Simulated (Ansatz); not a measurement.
Cost and result for the atomization energy of `C/C=C\[SiH2]Cl` (12 atoms, 11 bonds).

```xyz
12

C     0.3870   -1.2232    1.0310
C     1.1543   -0.3328    0.1197
C     0.6477    0.6039   -0.6848
Si   -1.1510    0.9893   -0.8787
Cl   -1.8849    1.9846    0.7773
H     0.6767   -1.0395    2.0706
H     0.6127   -2.2740    0.8247
H    -0.6917   -1.0787    0.9529
H     2.2353   -0.4723    0.1404
H     1.3463    1.1914   -1.2771
H    -1.9828   -0.2293   -1.0301
H    -1.3497    1.8805   -2.0460
```

Charge 0, multiplicity 1. All single points use the PBE0-D4/def2-TZVP geometry. It is one conformer, not always the lowest. Program: Ansatz. All runs use 4 threads of an Arm Neoverse V2 on a shared host. Times are those of one run each, without the atoms' runs, and a repeat can differ threefold. Electronic energies, without spin–orbit coupling; frozen cores. CCSD(T)/CBS adds CCSD(T) − MP2 in def2-TZVPP to the MP2 limit, and its time is that of the two runs behind it. T1 = 0.010. B3LYP takes the VWN-RPA correlation (the form of Gaussian; ORCA's B3LYP/G).

CCSD(T)/CBS is a level of theory with its own doubt, some kJ/mol a heavy atom from the limit and from the frozen cores, so smaller differences don't rank the functionals.

```json
{"level": "BLYP-D4/def2-TZVPP", "functions": "275", "wall time": "2.5 s", "atomization (kcal/mol)": "1080.1", "difference from CCSD(T)/CBS": "-6.9", "per bond": "-0.6"}
{"level": "PBE-D4/def2-TZVPP (with forces)", "functions": "275", "wall time": "2.8 s", "atomization (kcal/mol)": "1103.2", "difference from CCSD(T)/CBS": "16.2", "per bond": "1.5"}
{"level": "BHLYP-D4/def2-TZVPP", "functions": "275", "wall time": "3.7 s", "atomization (kcal/mol)": "1064.5", "difference from CCSD(T)/CBS": "-22.5", "per bond": "-2.0"}
{"level": "CAM-B3LYP-D4/def2-TZVPP", "functions": "275", "wall time": "4.1 s", "atomization (kcal/mol)": "1089.2", "difference from CCSD(T)/CBS": "2.2", "per bond": "0.2"}
{"level": "r2SCAN-D4/def2-TZVPP (with forces)", "functions": "275", "wall time": "5.5 s", "atomization (kcal/mol)": "1090.5", "difference from CCSD(T)/CBS": "3.5", "per bond": "0.3"}
{"level": "B3LYP-D4/def2-TZVPP (with forces)", "functions": "275", "wall time": "5.5 s", "atomization (kcal/mol)": "1086.5", "difference from CCSD(T)/CBS": "-0.5", "per bond": "0.0"}
{"level": "CCSD(T)/def2-SVP", "functions": "113", "wall time": "5.5 s", "atomization (kcal/mol)": "1033.4", "difference from CCSD(T)/CBS": "-53.6", "per bond": "-4.9"}
{"level": "PBE-QIDH/def2-TZVPP", "functions": "275", "wall time": "6.5 s", "atomization (kcal/mol)": "1084.7", "difference from CCSD(T)/CBS": "-2.3", "per bond": "-0.2"}
{"level": "B97M-V/def2-TZVPP", "functions": "275", "wall time": "11 s", "atomization (kcal/mol)": "1092.4", "difference from CCSD(T)/CBS": "5.4", "per bond": "0.5"}
{"level": "ωB97M-V/def2-TZVPP (with forces)", "functions": "275", "wall time": "13 s", "atomization (kcal/mol)": "1090.5", "difference from CCSD(T)/CBS": "3.5", "per bond": "0.3"}
{"level": "MP2/def2-QZVPP", "functions": "521", "wall time": "27 s", "atomization (kcal/mol)": "1089.4", "difference from CCSD(T)/CBS": "2.4", "per bond": "0.2"}
{"level": "CCSD(T)/def2-TZVPP", "functions": "275", "wall time": "3.3 min", "atomization (kcal/mol)": "1061.0", "difference from CCSD(T)/CBS": "-26.0", "per bond": "-2.4"}
{"level": "CCSD(T)/CBS(def2)", "functions": "–", "wall time": "3.7 min", "atomization (kcal/mol)": "1087.0", "difference from CCSD(T)/CBS": "0.0", "per bond": "0.0"}
```

From BLYP to BHLYP (50 % exact exchange), in def2-TZVPP and without D4, the atomization energy moves by −9.3 kcal/mol: exact exchange takes away binding that semilocal exchange gives to molecules. The D4 term adds +10.7 kcal/mol with B3LYP and +5.7 kcal/mol with PBE0; it sums over pairs of atoms, weighted by their polarisabilities, and B3LYP, whose exchange is more repulsive, gets the larger term. In def2-TZVPP, CCSD(T) changes the Hartree–Fock value by +236.3 kcal/mol (the triples alone add +14.4 kcal/mol) and MP2 by +249.4 kcal/mol; breaking electron pairs costs correlation energy, which Hartree–Fock lacks.
